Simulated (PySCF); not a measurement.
C6H10, SMILES CC=C=CCC.

The structure is a stationary point at PBE0-D3(BJ)/def2-SVP. The structure was generated by enumeration; whether it is a known compound was not checked. Other conformers were not sampled.

Calculation: PySCF 2.14.0 with TDA-PBE0/def2-SVPD.

Vertical excitations. Gas-phase values at a fixed geometry.

```tsv
state	energy (eV)	λ (nm)	f	main pairs
S1	5.73	216	0.000	HOMO→LUMO 63 %, HOMO−1→LUMO+1 28 %
S2	5.99	207	0.001	HOMO−1→LUMO+1 60 %, HOMO→LUMO 32 %
S3	6.78	183	0.019	HOMO→LUMO+1 49 %, HOMO→LUMO+2 38 %
S4	6.89	180	0.050	HOMO−1→LUMO+2 52 %, HOMO−1→LUMO 24 %
S5	7.19	173	0.190	HOMO−1→LUMO 43 %, HOMO−1→LUMO+2 28 %, HOMO−1→LUMO+4 8 %
S6	7.46	166	0.453	HOMO→LUMO+1 26 %, HOMO→LUMO+4 21 %, HOMO−1→LUMO+3 16 %, HOMO→LUMO+2 13 %
S7	7.62	163	0.018	HOMO→LUMO+3 73 %, HOMO→LUMO+4 13 %
S8	7.71	161	0.016	HOMO−1→LUMO+3 48 %, HOMO−1→LUMO+4 21 %, HOMO→LUMO+4 20 %
S9	7.77	160	0.009	HOMO−1→LUMO+5 89 %
S10	7.87	158	0.063	HOMO→LUMO+5 69 %, HOMO→LUMO+4 12 %
T1	4.43	280	0	HOMO−1→LUMO 38 %, HOMO→LUMO+1 37 %, HOMO→LUMO+2 10 %
T2	4.67	266	0	HOMO−1→LUMO 43 %, HOMO→LUMO+1 35 %, HOMO→LUMO+2 9 %
T3	5.37	231	0	HOMO→LUMO 61 %, HOMO−1→LUMO+1 27 %
T4	5.60	221	0	HOMO−1→LUMO+1 57 %, HOMO→LUMO 30 %
```
Triplets are in the Tamm–Dancoff approximation.
